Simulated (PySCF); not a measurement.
Q: What does the PBE0-D3(BJ)/def2-SVP structure of `NB1OC=CO1` look like in three dimensions?

A: 
Z-matrix in Å and degrees, rows numbered from 1:
```
N 
B   1  1.3985
O   2  1.3902  1  124.94
C   3  1.3694  2  104.88  1  -179.88
C   4  1.3399  3  110.06  2    -0.04
O   5  1.3694  4  110.06  3    -0.00
H   1  1.0084  2  122.27  3  -179.72
H   1  1.0084  2  122.32  3    -0.34
H   4  1.0875  3  118.50  2   179.97
H   5  1.0875  4  131.45  3   179.98
```

The 6 heavy atoms lie in one plane (0.001 Å rms). O3 (ring oxygen) is bent (angle 104.9°). B2 (ring boron) is planar (angles 124.9°, 124.9° and 110.1°, sum 360.0°, 0.00 Å off the plane of its three neighbours). The 5-membered ring B2–O3–C4–C5–O6 has internal angles of 104.9° to 110.1°; it is planar, 0.00 Å rms from its mean plane, widest ring torsion 0°.

Level of theory: PBE0-D3(BJ)/def2-SVP geometry optimisation, gas phase in PySCF.

Point group: C2v (tolerance 0.08 Å). No frequency check.
